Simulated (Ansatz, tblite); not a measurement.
Cost and result up the ladder for Na3S⁺ (the lowest singlet isomer of a short search) (4 atoms). Charge 1, multiplicity 1. Geometry: PBE0-D4/def2-TZVP.

```xyz
4

Na    0.137    2.313   -0.898
Na   -0.978   -0.403    2.250
Na    0.839   -1.909   -1.353
S     0.003    0.000    0.002
```

Ansatz on 4 threads of AMD EPYC 9R45 on a shared host; xTB runs through tblite on one thread. Times are rough, summed over both states, and most runs start from the orbitals of an earlier one. CCSD(T)/def2-TZVPP serves as the yardstick here, not as an exact answer. Differences are given only for rows in sets of like size (and for xTB, whose basis is part of the method), since another set adds its own error. The other state is a quintet at its own geometry, which has other bonds, so the gap mixes isomer and spin.

The xTB rows come from tblite. B3LYP takes the VWN-RPA correlation. Correlated methods freeze 8 core orbitals; core or outer-core shells of Na are correlated, in sets that lack core-valence functions. In the quintet geometry the species has come apart into loosely held pieces. The structure comes from a short search, and lower isomers may exist.

Correlated methods converge slowly with the basis.

xTB has no spin-polarisation term.

```csv
level,functions,quintet − singlet (eV),difference from CCSD(T)/def2-TZVPP (eV)
BHLYP-D4/def2-TZVP,133,5.92,-0.40
B2PLYP/def2-TZVP (with forces),133,6.38,0.06
GFN2-xTB,21,5.11,-1.21
RPA@PBE/def2-TZVP,133,5.81,-0.51
B3LYP-D4/def2-TZVP,133,5.98,-0.34
HF/6-31G,52,4.38,–
GFN1-xTB,21,9.08,2.76
CCSD(T)/def2-TZVPP,138,6.32,0.00
r2SCAN-D4/def2-TZVP,133,6.48,0.16
B3LYP-D4/6-31G,52,5.84,–
B97M-V/def2-TZVP,133,6.38,0.06
MP2/def2-TZVP,133,6.47,0.15
PBE-D4/def2-TZVP,133,6.06,-0.26
PBE0-D4/def2-TZVP,133,6.14,-0.18
```

Q: Estimate how long each takes.

A: GFN2-xTB 0.007 s; GFN1-xTB 0.029 s; HF/6-31G 0.3 s; B3LYP-D4/6-31G 0.9 s; MP2/def2-TZVP 0.9 s; PBE-D4/def2-TZVP 1.2 s; RPA@PBE/def2-TZVP 1.9 s; PBE0-D4/def2-TZVP 2.1 s; B3LYP-D4/def2-TZVP 2.2 s; BHLYP-D4/def2-TZVP 2.5 s; r2SCAN-D4/def2-TZVP 3.3 s; B2PLYP/def2-TZVP (with forces) 3.6 s; B97M-V/def2-TZVP 4.4 s; CCSD(T)/def2-TZVPP 24 s. On shared hardware such times vary by a factor of up to 3.
